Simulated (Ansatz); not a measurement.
`O[CH2][GaH2]` and `C[CH](O)[GaH2]` differ in one atom or group.

Ansatz, PBE0-D4/def2-TZVP geometries, multiplicity 1. Each molecule was computed in one conformer, which needn't be the lowest. `C[CH](O)[GaH2]` holds a close contact that its SMILES doesn't draw: Ga···O 2.32 Å.

Scalar relativity is left out up to krypton.

| property | `O[CH2][GaH2]` |
| --- | --- |
| size of the dipole moment (B3LYP/def2-TZVPP) / D | 1.96 |
| LUMO energy (PBE/def2-TZVPP) / eV | -2.31 |
| HOMO–LUMO gap (ωB97M-V/def2-TZVPP) / eV | 10.07 |
| LUMO energy (PBE0/def2-TZVPP) / eV | -1.46 |
| LUMO energy (B3LYP/def2-TZVPP) / eV | -1.77 |
| size of the dipole moment (PBE/def2-TZVPP) / D | 1.93 |

What does the change do to each property? (Best estimate.)

The calculation gave: 
```csv
property,`C[CH](O)[GaH2]`,shift
size of the dipole moment (B3LYP/def2-TZVPP) / D,1.97,0.01
LUMO energy (PBE/def2-TZVPP) / eV,-1.59,0.72
HOMO–LUMO gap (ωB97M-V/def2-TZVPP) / eV,9.85,-0.22
LUMO energy (PBE0/def2-TZVPP) / eV,-0.80,0.66
LUMO energy (B3LYP/def2-TZVPP) / eV,-1.08,0.69
size of the dipole moment (PBE/def2-TZVPP) / D,2.01,0.08
```

With PBE0 the HOMO rises by 0.84 eV and the LUMO rises by 0.66 eV, so the gap narrows by about 0.18 eV. PBE moves the HOMO by 0.79 eV and ωB97M-V by 0.83 eV. Dipoles are sizes alone; their direction can turn.

B3LYP here is the variant with VWN-RPA as its local correlation; programs differ in this.
